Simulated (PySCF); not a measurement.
This PySCF input asks for the NMR shieldings of SMILES CCCO[BH2-][PH3+], C3H12BOP; the geometry comes from GFN2-xTB.

```python
import basis_set_exchange as bse
import numpy as np
from pyscf import gto, dft
from pyscf.prop import nmr

atoms = """
C    -2.832010   -0.775857    0.136156
C    -1.313108   -0.877789    0.160639
C    -0.650532    0.465483   -0.137708
O     0.742813    0.329176   -0.096609
B     1.667471    1.467800   -0.359399
P     2.908160    0.015571   -0.036903
H    -3.179024   -0.064670    0.882668
H    -3.281183   -1.743467    0.347175
H    -3.176170   -0.441587   -0.840177
H    -0.977795   -1.221599    1.141637
H    -0.975563   -1.606075   -0.580252
H    -0.971418    1.214623    0.602967
H    -0.960346    0.823391   -1.131928
H     1.718358    2.305849    0.482170
H     1.707739    1.860546   -1.480750
H     2.629687   -0.580377    1.165119
H     2.630527   -1.035769   -0.870871
H     4.303636   -0.128932   -0.002255
"""
names = dict.fromkeys(["C", "O", "B", "P", "H"], "pcSseg-1")
basis = {el: gto.basis.parse(bse.get_basis(n, elements=[el], fmt="nwchem")) for el, n in names.items()}
mol = gto.M(atom=atoms, basis=basis, charge=0, verbose=0)
mf = dft.RKS(mol, xc="PBE0")
mf.grids.level = 2
mf.grids.alignment = dft.numint.BLKSIZE   # the property module wants whole blocks of grid points
mf.conv_tol = 1e-9
mf.kernel()

calc = nmr.RKS(mf)   # GIAO
C = mf.mo_coeff
Co = C[:, mf.mo_occ > 0]
resp = mf.gen_response(singlet=True, hermi=2)
def vind(x):   # induced exchange potential for any number of trial vectors
    d = np.einsum("pi,xij,qj->xpq", C, 2 * x.reshape(-1, C.shape[1], Co.shape[1]), Co, optimize=True)
    return np.einsum("xpq,pi,qj->xij", resp(d - d.transpose(0, 2, 1)), C, Co, optimize=True).ravel()
mo1, _ = nmr.rhf.solve_mo1(calc, with_cphf=vind)
sigma = calc.kernel(mo1)
for i, s in enumerate(sigma):   # ppm
    print("%2d %-2s %9.2f" % (i, mol.atom_pure_symbol(i), np.trace(s) / 3))
```

**Question.** What are the results?

**Answer.** 
```
 0 C     175.24
 1 C     156.37
 2 C     109.15
 3 O     288.89
 4 B     116.25
 5 P     502.42
 6 H      30.88
 7 H      30.53
 8 H      30.89
 9 H      30.01
10 H      30.00
11 H      28.06
12 H      28.06
13 H      28.48
14 H      28.48
15 H      28.07
16 H      28.08
17 H      27.78
```

These numbers come from an equivalent density-fitted implementation of the same equations, which agrees with the script to about 0.01 ppm for H and up to a few tenths of a ppm for heavy atoms, so last digits may differ.

Size and cost of the density-fitted run: 169 basis functions, 40 s wall time on 1 thread of an Arm Neoverse N1, shared host; peak memory 0.76 GiB.
